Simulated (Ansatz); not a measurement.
`CN[SiH](N)[SiH3]`, relaxed with RKS PBE0-D4/def2-TZVP in Ansatz 0.2.0 from a PBE-D4/def2-SVP geometry. The force threshold is 0.005 eV/Å; the program also tests the step.

Charge 0, multiplicity 1.

Start:

```xyz
15

C    -0.415   -2.351   -0.214
N    -0.853   -0.970   -0.156
Si    0.120    0.432   -0.511
N    -0.964    1.668   -1.090
Si    1.226    1.402    1.344
H    -1.225   -3.024   -0.574
H     0.426   -2.445   -0.933
H    -0.054   -2.760    0.760
H    -1.672   -0.817    0.439
H     1.169   -0.115   -1.461
H    -1.508    1.496   -1.940
H    -0.687    2.651   -1.028
H     2.260    0.448    1.886
H     1.932    2.699    1.024
H     0.246    1.686    2.456
```

(1) By how much does the energy fall, and how many steps does the optimiser take? (Best estimate.)

(2) Which bonds change most? (Estimate.)

(3) Give the relaxed structure. (An estimate is asked.)

Answers

(1) The calculation gave: 6.95 kJ/mol, in 10 steps, 2 of them rejected.

(2) The calculation gave: Si3–N4 from 1.743 to 1.714 Å; N2–Si3 from 1.743 to 1.715 Å; Si3–H10 from 1.517 to 1.497 Å; C1–H8 from 1.117 to 1.098 Å.

(3) Ansatz gave: 
```xyz
15

C    -0.392   -2.321   -0.193
N    -0.869   -0.956   -0.189
Si    0.099    0.422   -0.514
N    -0.937    1.654   -1.103
Si    1.217    1.364    1.333
H    -1.168   -3.007   -0.547
H     0.454   -2.406   -0.878
H    -0.054   -2.672    0.790
H    -1.702   -0.817    0.362
H     1.134   -0.104   -1.460
H    -1.493    1.510   -1.931
H    -0.719    2.627   -0.963
H     2.235    0.409    1.857
H     1.926    2.632    0.992
H     0.268    1.664    2.443
```
